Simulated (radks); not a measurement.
Values are calculated unless marked as measured or tabulated.
Pr XLVIII, 12 electrons, occupied as [Ne] 3s2.

Level of theory: non-relativistic Kohn-Sham, LDA (Slater exchange, Perdew-Wang correlation), spin-unpolarised, spherical densities, point nucleus; relativity is left out, which matters for an element this heavy (a radial shooting solver on a logarithmic mesh with Libxc functionals).

Energy parts (hartree):
| part | energy |
|---|---|
| total | -6740.4062 |
| kinetic | 6739.2043 |
| electron-nucleus | -14066.1458 |
| Hartree | 683.7548 |
| exchange-correlation | -97.2195 |

Orbitals (lengths in bohr, moments of r in powers of bohr; r(max) is where P^2 peaks; r(90%) holds 90 % of the orbital's charge):
| orbital | occ. | eigenvalue (hartree) | r(max) | r(90%) | <r> | <r^2> |
|---|---|---|---|---|---|---|
| 1s | 2 | -1576.677 | 0.01706 | 0.0457 | 0.02574 | 0.0008853 |
| 2s | 2 | -339.5239 | 0.09300 | 0.165 | 0.1082 | 0.01370 |
| 2p | 6 | -329.2734 | 0.07236 | 0.148 | 0.09174 | 0.01017 |
| 3s | 2 | -140.3073 | 0.2439 | 0.369 | 0.2553 | 0.07399 |

The highest occupied level is 3s at -3818.0 eV. The density falls to 0.001 e/bohr^3 at r = 0.68 bohr. The electron density at the nucleus is 1.462e+05 e/bohr^3. Summed over all electrons, <r^2> = 0.2382 bohr^2, which gives a Langevin (diamagnetic) susceptibility term of -0.189 x 10^-6 cm^3/mol. For comparison, the ionisation energy in NIST's Atomic Spectra Database is 4030 eV (theoretical). In exact Kohn-Sham theory the highest level is minus the ionisation energy, but local and semilocal functionals leave it too shallow, through self-interaction and a potential that decays too fast; potentials with the right tail come closer. Virial ratio -V/T = 2.00018.
